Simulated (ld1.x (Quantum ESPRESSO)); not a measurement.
N, ultrasoft: configuration errors across variants

* Element: nitrogen
* Generator: ld1.x (Quantum ESPRESSO) 7.5
* Type: ultrasoft
* Functional: PBE
* Relativity: scalar-relativistic
* Frozen core: [He]
* Valence charge: 5
* Reference configuration: 2s1 2p4
* Partial waves: 2s (bound): rcut 0.90, rcutus 1.25 bohr; 2s channel at -0.6 Ry: rcut 0.90, rcutus 1.25 bohr; 2p (bound): rcut 1.85, rcutus 2.50 bohr; 2p channel at 0.25 Ry: rcut 1.85, rcutus 2.50 bohr; 3d channel at 0.1 Ry: rcut 1.80, rcutus 2.05 bohr
* Local potential: all-electron potential smoothed inside 2.10 bohr (lloc = -1)
* Core correction: Bessel-smoothed model core, default radius (core density twice the valence density)
* Augmentation charge: PSQ, radius 0.80 bohr

All-electron excitation energies from the reference (eV): (1) 2s2 2p3 -11.508; (2) 2s2 2p2 2.084; (3) 2s2 2p1 30.938; (4) 2s2 2p3.3 -13.127; (5) 2s2 2p0 78.020; (6) 2s2 2p2.5 -6.414; (7) 2s1 2p3 13.865.

The overlap operator is not positive definite (basis up to 400 Ry) in “base”, “waves 2s (bound): rcut 0.90, rcutus 0.96 bohr; 2s channel at -0.6 Ry: rcut 0.90, rcutus 0.96 bohr”. Such files are unfit for use, however small their errors in these radial tests.

1 further variants failed, have other tests or too few solved ones, and are left out.

Errors AE − PS in meV (a dash: test not solved or not reliable):

| change | (1) | (2) | (3) | (4) | (5) | (6) | (7) | bound ghosts |
| --- | --- | --- | --- | --- | --- | --- | --- | --- |
| base | +0.6 | -25 | -133 | +0.6 | -266 | -4.7 | -18 | not determined (overlap not positive) |
| waves 2s (bound): rcut 0.90, rcutus 0.96 bohr; 2s channel at -0.6 Ry: rcut 0.90, rcutus 0.96 bohr | +4.5 | -14 | -82 | +4.2 | -103 | +0.9 | -16 | not determined (overlap not positive) |
| waves 2s (bound): rcut 0.90, rcutus 1.32 bohr; 2s channel at -0.6 Ry: rcut 0.90, rcutus 1.32 bohr | +0.3 | -20 | -77 | +0.6 | -23 | -4.7 | -16 | none |
| waves 2s (bound): rcut 0.90, rcutus 1.48 bohr; 2s channel at -0.6 Ry: rcut 0.90, rcutus 1.48 bohr | -0.7 | -23 | -89 | -0.2 | -63 | -6.2 | -16 | none |
| waves 2s (bound): rcut 0.90, rcutus 1.74 bohr; 2s channel at -0.6 Ry: rcut 0.90, rcutus 1.74 bohr | -1.0 | -25 | -101 | -0.5 | -112 | -6.9 | -16 | none |
| waves 2s (bound): rcut 0.90, rcutus 1.90 bohr; 2s channel at -0.6 Ry: rcut 0.90, rcutus 1.90 bohr | +4.1 | -17 | -86 | +4.3 | -64 | -0.8 | -17 | none |

Question: Give the same row for: waves 2s (bound): rcut 0.90, rcutus 1.16 bohr; 2s channel at -0.6 Ry: rcut 0.90, rcutus 1.16 bohr.

Answer: +1.6, -20, -95, +1.7, -121, -3.3, -16; bound ghosts: none.
